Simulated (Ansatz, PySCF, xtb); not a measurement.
Gas-phase reaction in SMILES: O[Si](F)(F)F [trifluoro(hydroxy)silane] + 3 [SiH4] (SiH4) → 3 F[SiH3] [fluorosilane] + O[SiH3] [hydroxysilane]
Geometries: B3LYP-D3(BJ)/def2-TZVP minima from Ansatz (a first-principles code), one conformer each, not searched for the lowest. Frequencies are from Ansatz or PySCF.
Geometry of the first species:
```
Si
F 1 1.5705
F 1 1.5778 2 108.73
F 1 1.5778 2 108.77 3 115.93
O 1 1.6083 2 107.63 3 -122.04
H 5 0.9599 1 121.09 2 -179.33
```

Property: bond separation energy (enthalpy at 298 K, with B3LYP-D3(BJ) rigid-rotor harmonic-oscillator terms), in eV. Valence correlation only, unless marked. No spin-orbit coupling. Non-relativistic. CBS marks a two-point X^-3 extrapolation of the correlation energy; Hartree-Fock from the larger set.

```json
[
 {"level": "GFN2-xTB", "program": "xtb", "bond separation energy (eV)": "-0.72"},
 {"level": "HF/STO-3G", "program": "Ansatz", "bond separation energy (eV)": "0.98"}
]
```

Task: Estimate the value at CCSD(T)/CBS(cc-pV(T+d)Z,cc-pV(Q+d)Z) as computed with Ansatz.

Result: 1.00 eV, so HF/STO-3G differs from it by -0.02 eV.
